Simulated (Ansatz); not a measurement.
MgAg₆⁺: single points at one geometry.

```yaml
crystal:
  periodic: [false, false, false]
  atoms:
    - {symbol: Mg, position_ang: [-0.217083, -0.218612, -2.306378]}
    - {symbol: Ag, position_ang: [-1.806097, 1.409643, -0.737058]}
    - {symbol: Ag, position_ang: [-0.966184, -1.134029, 0.206071]}
    - {symbol: Ag, position_ang: [0.966720, 1.134613, -0.189574]}
    - {symbol: Ag, position_ang: [1.662730, -1.553774, -0.782774]}
    - {symbol: Ag, position_ang: [-0.893635, 1.098241, 1.919216]}
    - {symbol: Ag, position_ang: [1.253559, -0.736083, 1.890497]}
basis:
  gaussian: {orbitals: def2-TZVP, initial_orbitals: start.molden}
total_charge: 1
magnetization: {spin_polarized: true, initial_magnetization: 1}
hamiltonian: {xc: pbe0, dispersion: d4}
scf: {omitted_lower_state_checks: [starts]}
output: {orbitals: {seedname: orbitals}}
```

The file start.molden holds the orbitals of an earlier run on this structure, at another level or in another basis.

```sh
$ ansatz run in.yaml --threads 4 --pin off --events-out ev --progress --plain --max-ram 4787MiB
```

It prints (some lines left out):

```
Functional definition: PBE0
2620 factors; integrals over basis functions are off by at most 1.7e-4 eV
mean field evaluation 1: about -29437.7893 eV, gradient 3.6e1 eV
mean field evaluation 2: about -29438.6819 eV, gradient 1.4e0 eV
mean field evaluation 4: about -29439.1665 eV, gradient 6.6e-1 eV
mean field evaluation 8: about -29439.1724 eV, gradient 8.8e-5 eV
mean field -29439.17242690 eV, -1081.8696321009 hartree, gradient 8.8e-5 eV, S^2 0.755463; 0 other end points of the search recorded, 0 dependent functions left out
reference -29439.17246960 eV, -1081.8696336700 hartree; 63, 62 occupied and 209, 210 virtual orbitals, 2620 factors
Total energy: -29439.72922915 eV, -1081.8900942061 hartree
Checks for a lower state left out: starts
```

Hardware: 4 threads of Arm Neoverse V1 on a shared host. Wall time 27 s, peak host memory 1.8 GiB.

First input, but with `hamiltonian: {xc: pbe}`, `correlation: {method: rpa}` and without the key `output` (abridged; 48 s):

```
Functional definition: PBE
mean field -29442.26012166 eV, -1081.9831027903 hartree, gradient 6.7e-6 eV, S^2 0.752409
1 core orbitals not correlated: weight in the atoms' cores, before any rotation towards them, 1.000 or more for the frozen orbitals, at most 0.000 for the correlated occupied ones
Total energy: -29393.44606725 eV, -1080.1892193780 hartree
Checks for a lower state left out: starts
```

The first input with `hamiltonian: {xc: {name: B97M-V}}` (abridged; 54 s):

```
Functional definition: B97M-V
mean field -29440.95695222 eV, -1081.9352121967 hartree, gradient 5.2e-5 eV, S^2 0.752319
Total energy: -29440.95703356 eV, -1081.9352151858 hartree
Checks for a lower state left out: starts
```

Geometry: PBE-D4/def2-SVP.

In the def2 sets Ag takes a core potential; there is no spin–orbit coupling. Correlated methods freeze 1 core orbital; core or outer-core shells of Mg, Ag are correlated, in sets that lack core-valence functions. No other spin state of charge 1 was run. The structure comes from a short search, and lower isomers may exist.
